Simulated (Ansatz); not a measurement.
Calculated with Ansatz (gas phase, PBE0-D4/def2-TZVP geometries, no zero-point term in ΔE). CCSD(T)/CBS adds triple-zeta CCSD(T) − MP2 to the extrapolated MP2 energy (def2 sets, frozen cores). This one scheme is used for every species. DFT in def2-TZVPP. One conformer a species, not always the lowest.

Reaction (adduct formation): CH₃OH + `[OH][Al]([OH])[OH]` → `C[OH+][Al-]([OH])([OH])[OH]`

```
                      species  BHLYP energy (Eh)
                        CH₃OH         -115.70722
         `[OH][Al]([OH])[OH]`         -470.09687
`C[OH+][Al-]([OH])([OH])[OH]`         -585.84149
```

Question: Work out ΔE.

Answer: ΔE = (-585.84149) − (-115.70722) − (-470.09687) = -0.03740 Eh = -98.2 kJ/mol. CCSD(T)/CBS gives -106.1 kJ/mol.

Largest T1 diagnostic among the species: 0.012.

In def2-TZVPP, CCSD(T) changes the Hartree–Fock value by −16.7 kJ/mol (the triples alone add −2.4 kJ/mol) and MP2 by −15.5 kJ/mol. The D4 term adds −14.9 kJ/mol with B3LYP and −8.4 kJ/mol with PBE0; it sums over pairs of atoms, weighted by their polarisabilities, and B3LYP, whose exchange is more repulsive, gets the larger term. From BLYP to BHLYP (50 % exact exchange), in def2-TZVPP and without D4, ΔE moves by −23.6 kJ/mol.

B3LYP here is the variant with VWN-RPA as its local correlation; programs differ in this.
